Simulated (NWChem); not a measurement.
System: 1,2,4-triazole (C2H3N3); SMILES c1nc[nH]n1

All runs: NWChem. The level has its own optimisation; frequencies are unscaled. Brackets give each atom's bonded neighbours.

Question: Estimate the computed values for PBE-D3(BJ)/def2-SVP. Quantities: r C–N [C(HNN)–N(CN)] (Å); r C–H (Å); r C–N [C(HNN)–N(CHN)] (Å); r N–N (Å); highest harmonic frequency (cm⁻¹); lowest (cm⁻¹); zero-point energy (kcal/mol); dipole (D).

Answer: 
```yaml
r C–N [C(HNN)–N(CN)] (Å): 1.336
r C–H (Å): 1.098
r C–N [C(HNN)–N(CHN)] (Å): 1.361
r N–N (Å): 1.350
highest harmonic frequency (cm⁻¹): 3547
lowest (cm⁻¹): 595
zero-point energy (kcal/mol): 36.7
dipole (D): 2.89
```
